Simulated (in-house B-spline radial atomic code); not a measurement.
RPA and G0W0 on B3LYP (VWN-RPA): Ar⁷⁺

Configuration [Ne] 3s1, highest spin, mean-field start B3LYP (VWN-RPA). Computed with an all-electron radial atomic-structure program (B-spline basis): all electrons, scalar-relativistic (spin-free one-electron X2C), finite nucleus, each spin shell either full or empty, empty states to l = 9 with an (l + 1/2)⁻⁴ tail; G0W0 by contour deformation at full frequency.

Command:
```bash
python run_gw.py task.json out
```
Settings (radii: box in bohr, nucleus in fm):
```
Z                        18
electrons                11
configuration            [Ne] 3s1
hamiltonian              x2c
method                   b3lyp
lmax                     9
rms_radius               3.4274
spin_polarised           True
box_radius               8.41
intervals                67
ion_configuration        [He] 2s2 2p6
```

Run time, properties included: 1.9 s on 1 thread of Arm Neoverse V2 (shared host).

Energies (hartree):

```csv
term,value
mean-field total,-513.44522
Hartree-Fock functional on these orbitals,-512.99612
direct second order,-0.72427
second-order exchange,0.27487
SOSEX correction,0.25704
```

Task: What is the RPA correlation energy, and what remains with SOSEX?

Result: RPA gives -0.66897 hartree (-1.65 eV per electron); RPA + SOSEX gives -0.41193, and the second-order doubles -0.4494 hartree (no singles). SOSEX takes back 38 % of the RPA value.

Quasi-particle levels (eV):

```
  level  occupied  mean field  Σx - vxc     Σc  QP weight     G0W0
  3s up       yes     -137.71     -5.34      ?          ?        ?
2p down       yes     -374.86    -23.20   2.96      0.970  -395.10
  2p up       yes     -375.43    -23.46   3.05      0.966  -395.84
2s down       yes     -442.65    -31.18   4.99      0.930  -468.84
3s down        no     -131.12      9.24  -2.64      0.955  -124.53
```

G0W0 = mean field + (Σx - vxc) + Σc, with Σc (partial-wave tail included) taken at the quasi-particle energy. Only the outer levels were computed.

Task: Where does G0W0 put 3s up?

Result: At -144.79 eV, with Σc = -1.74 eV and a quasi-particle weight of 0.976. The tabulated removal energy is 143.457 ± 0.0012 eV (NIST, semi-empirical); the calculation leaves out spin-orbit coupling, Breit and QED terms, and what these don't explain is the method's own error.

Task: What does it cost to remove one electron (to [He] 2s2 2p6) by differences of total energies, each species on its own start (correlation terms add to the Hartree-Fock functional)?

Result: B3LYP (VWN-RPA) 144.73 eV, Hartree-Fock functional 142.93 eV, + RPA 144.35 eV, + RPA + SOSEX 143.42 eV, + second order 143.53 eV. Tabulated: 143.457 ± 0.0012 eV (NIST, semi-empirical); the calculation leaves out spin-orbit coupling, Breit and QED terms, and what these don't explain is the method's own error.
